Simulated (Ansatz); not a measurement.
A search over several starts for the lowest SCF solution of the cluster GeBr2⁻ at the given spin, in a small basis.

```yaml
crystal:
  periodic: [false, false, false]
  atoms:
    - {symbol: Ge, position_ang: [0.000016, -0.000052, -0.000003]}
    - {symbol: Br, position_ang: [-2.398109, -0.910543, 0.079561]}
    - {symbol: Br, position_ang: [2.398093, 0.910594, -0.079559]}
basis:
  gaussian: {orbitals: def2-SVP, initial_orbitals: start.molden}
total_charge: -1
magnetization: {spin_polarized: true, initial_magnetization: 3}
hamiltonian: {xc: pbe0, dispersion: d4}
output: {orbitals: {seedname: orbitals}}
```

The file start.molden holds the orbitals of an earlier run on this structure, at another level or in another basis.

```sh
$ ansatz run in.yaml --threads 4 --pin off --events-out ev --progress --plain --max-ram 3916MiB
```

It prints (some lines left out):

```
Functional definition: PBE0
  name "PBE0"
  cite "Adamo & Barone, J. Chem. Phys. 110, 6158 (1999) doi:10.1063/1.478522"
  cite "Perdew, Burke & Ernzerhof, Phys. Rev. Lett. 77, 3865 (1996) doi:10.1103/PhysRevLett.77.3865"
  parent pbe
  parameter a = 0.25
  parameter kappa = 0.804
  parameter beta = 0.06672455060314922
  exchange = (1 - a)*pbe_x(kappa = kappa, mu = beta*pi^2/3) + a*exact_x
  correlation = pbe_c(beta = beta)
922 factors; integrals over basis functions are off by at most 5.5e-4 eV
mean field evaluation 1: about -196564.8140 eV, gradient 4.6e0 eV
mean field evaluation 2: about -196564.9093 eV, gradient 9.8e-2 eV
mean field evaluation 4: about -196564.9129 eV, gradient 2.1e-4 eV
mean field evaluation 8: about -196564.1883 eV, gradient 1.4e1 eV
mean field evaluation 16: about -196564.9129 eV, gradient 2.4e-3 eV
mean field -196564.91291779 eV, -7223.6273132454 hartree, gradient 1.9e-5 eV, S^2 3.754942; 1 other end points of the search recorded, 0 dependent functions left out
reference -196564.91294176 eV, -7223.6273141264 hartree; 53, 50 occupied and 43, 46 virtual orbitals, 922 factors
Total energy: -196564.99414559 eV, -7223.6302983119 hartree
```

It took 4.6 s on 4 threads of Intel Xeon on a shared host.

At PBE0-D4/def2-TZVPD a doublet of charge -1 lies 2.49 eV below the quartet, each at its own geometry. The structure comes from a short search, and lower isomers may exist.
